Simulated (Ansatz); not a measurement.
`[SiH3]O[CH2][ZnH]` + H₂Se → `[SiH3][SeH]` + `O[CH2][ZnH]` at 298.15 K and 1 bar (ligand exchange at the Si–O bond).

Isolated molecules relaxed with PBE0-D4/def2-TZVP in Ansatz; ΔE leaves out vibrations. CCSD(T)/CBS adds triple-zeta CCSD(T) − MP2 to the extrapolated MP2 energy (def2 sets, frozen cores). For Se, Zn outer-core shells are correlated without core-valence functions, which leaves a few kJ/mol of doubt a bond. Scalar relativity is left out up to krypton. Each species was taken in one conformer, which may not be the lowest.

```csv
species,CCSD(T)/CBS energy (Eh),H − E (kJ/mol),S (J/(mol·K))
`[SiH3]O[CH2][ZnH]`,-2184.28160,184.4,353.0
H₂Se,-2401.89790,45.8,219.1
`[SiH3][SeH]`,-2692.20088,99.8,286.6
`O[CH2][ZnH]`,-1893.96502,138.6,295.4
```

H − E and S are ideal-gas, rigid-rotor, harmonic terms from PBE0-D4/def2-TZVP, for one conformer and one mirror image of each species. 1 Eh = 2625.50 kJ/mol, R = 8.31446 J/(mol·K).

Task: By hand: ΔE, ΔH, ΔS and ΔG.

Result: ΔE = (-2692.20088) + (-1893.96502) − (-2184.28160) − (-2401.89790) = 0.01360 Eh = 35.7 kJ/mol. Δ(H − E) = 99.8 + 138.6 − 184.4 − 45.8 = 8.2, so ΔH = 43.9 kJ/mol. ΔS = 286.6 + 295.4 − 353.0 − 219.1 = 9.9 J/(mol·K). ΔG = 43.9 − 298.15 × (9.9)/1000 = 40.9 kJ/mol.

Task: By hand: the equilibrium constant, and the temperature at which ΔG would vanish if ΔH and ΔS stayed fixed.

Result: log₁₀ K = −ΔG/(RT ln 10) = -7.2. ΔG = 0 at ΔH/ΔS = 4434 K, far beyond where these terms or the molecules hold.

The number of gas molecules stays the same, so ΔS is small and ΔH decides. A doubt of 5 kJ/mol in ΔE shifts log₁₀ K by 0.9 here. Other conformers and mirror images would add mixing entropy, several J/(mol·K) or more a flexible species. Modes under 60 cm⁻¹, often nearly free rotors, make the harmonic entropy too high. These are equilibria of isolated gas molecules and say nothing of rates. Largest T1 diagnostic: 0.014 (customary marks: 0.02 for closed shells, 0.045 for open ones).
